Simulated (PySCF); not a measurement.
F5V, SMILES [F][V]([F])([F])([F])[F], PBE0/def2-SVP optimised geometry.

```
6

V     -0.84     0.00     0.00
F     -0.84     1.72     0.00
F     -0.84    -1.72     0.00
F     -1.68     0.00    -1.46
F      0.84     0.00     0.00
F     -1.68     0.00     1.46
```

Density from PBE0/def2-TZVP run with PySCF 2.14.0 at that geometry.

Minimum of the electron density along straight lines between bonded atoms, close to the bond critical point (lines longer than 1.1 times the sum of covalent radii, or with two minima, are not listed):

| bond | length / Å | ρ at the minimum / e bohr⁻³ | ∇²ρ there / e bohr⁻⁵ | position (fraction from the first atom) |
|---|---|---|---|---|
| V1–F2 | 1.720 | 0.178 | 0.96 | 0.51 |
| V1–F3 | 1.720 | 0.178 | 0.96 | 0.51 |
| V1–F4 | 1.685 | 0.199 | 0.95 | 0.51 |
| V1–F5 | 1.684 | 0.199 | 0.95 | 0.51 |
| V1–F6 | 1.685 | 0.199 | 0.95 | 0.51 |
